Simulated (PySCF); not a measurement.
A structure optimised at PBE-D3(BJ)/def2-SVP, used in a PySCF frequency run:

```xyz
12

Al     0.3592     0.4965     0.4884
C     -0.0973    -1.3929     0.6497
C     -1.0551    -1.3152    -0.5064
C     -0.7199    -1.2590    -1.8191
H     -0.5754    -1.7025     1.5960
H      0.7896    -2.0218     0.4354
H     -2.1225    -1.1953    -0.2416
H      0.3264    -1.3576    -2.1560
H     -1.4874    -1.1290    -2.5963
F      1.6925     0.9472    -0.4343
O     -0.6361     1.6984     1.1953
H     -0.5105     2.6430     1.0136
```
Charge 0, spin multiplicity 1.

Question: Write its SMILES and formula.

Answer: C=C[CH2][Al]([OH])[F], C₃H₆AlFO

Question: What are its rotational constants (standard atomic weights)?

Answer: 3.8135, 2.0368, 1.6969 GHz
